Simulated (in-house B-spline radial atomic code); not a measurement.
Radial electron density of O⁺, [He] 2s2 2p3. Level of theory: scalar-relativistic (X2C) LDA VWN5, spin-polarised, spherical fractional occupations, Fermi nucleus of rms radius 2.6991 fm; calculated with a radial B-spline atomic code at the basis-set limit.

Columns: r (bohr), 4πr²n(r) (electrons per bohr), bar.

```
 0.00748   0.1998 #
 0.00875   0.2671 #
  0.0102   0.3535 ##
   0.012    0.474 ##
   0.014   0.6232 ###
  0.0164    0.821 ####
  0.0191    1.064 ######
  0.0224    1.386 #######
  0.0262    1.781 #########
  0.0306    2.262 ############
  0.0358    2.846 ###############
  0.0419    3.534 ##################
   0.049    4.313 ######################
  0.0573    5.166 ###########################
   0.067    6.055 ###############################
  0.0783    6.918 ####################################
  0.0916    7.681 ########################################
   0.107    8.239 ###########################################
   0.125    8.505 ############################################
   0.147    8.388 ###########################################
   0.171    7.889 #########################################
     0.2    7.017 ####################################
   0.234    5.908 ###############################
   0.274    4.757 #########################
   0.321    3.796 ####################
   0.375    3.228 #################
   0.438    3.108 ################
   0.513    3.382 #################
     0.6    3.859 ####################
   0.701    4.285 ######################
    0.82    4.446 #######################
   0.959    4.215 ######################
    1.12    3.621 ###################
    1.31    2.787 ##############
    1.53    1.913 ##########
    1.79    1.149 ######
     2.1   0.5898 ###
    2.45    0.264 #
    2.87  0.09621 
    3.36   0.0285 
    3.93 0.006705
```

On this grid the curve has 2 maxima, near 0.125, 0.82 bohr.

The 2p up radial function P(r) = rR(r), positive near the nucleus:

| r (bohr) | P |
| --- | --- |
| 0.00748 | 0.0009473 |
| 0.0102 | 0.001733 |
| 0.014 | 0.003201 |
| 0.0191 | 0.005819 |
| 0.0262 | 0.01062 |
| 0.0358 | 0.01905 |
| 0.049 | 0.03385 |
| 0.067 | 0.05903 |
| 0.0916 | 0.1006 |
| 0.125 | 0.1658 |
| 0.171 | 0.2639 |
| 0.234 | 0.3995 |
| 0.321 | 0.5687 |
| 0.438 | 0.7427 |
| 0.6 | 0.8787 |
| 0.82 | 0.9149 |
| 1.12 | 0.8174 |
| 1.53 | 0.6068 |
| 2.1 | 0.3529 |
| 2.87 | 0.1514 |
| 3.93 | 0.04258 |
